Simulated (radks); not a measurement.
Species: a nucleus of charge 52.8 with 51 electrons. Configuration: [Kr] 4d10 5s2 5p3.

All-electron calculation, scalar-relativistic Kohn-Sham, BLYP, spin-unpolarised, spherical densities, point nucleus. Program: a radial shooting solver on a logarithmic mesh with Libxc functionals.

Energy parts (eV):
part                       energy
total                 -191868.296
kinetic                201337.036
electron-nucleus      -463314.557
Hartree                 75008.019
exchange-correlation    -4898.795

Orbitals (lengths in bohr, moments of r in powers of bohr; r(max) is where P^2 peaks):
orbital	occ.	eigenvalue (eV)	r(max)	<1/r>
1s	2	-32734.26	0.01762	56.59
2s	2	-5065.252	0.09955	12.96
2p	6	-4548.580	0.07981	12.40
3s	2	-1033.526	0.2870	4.642
3p	6	-866.0293	0.2808	4.414
3d	10	-614.6174	0.2329	4.177
4s	2	-194.9415	0.6842	1.875
4p	6	-142.5381	0.7191	1.716
4d	10	-66.1536	0.7838	1.429
5s	2	-33.2362	1.687	0.6853
5p	3	-22.0461	1.959	0.5694

The highest occupied level is 5p at -22.046 eV. Summed over all electrons, <r^2> = 43.24 bohr^2, which gives a Langevin (diamagnetic) susceptibility term of -34.2 x 10^-6 cm^3/mol.
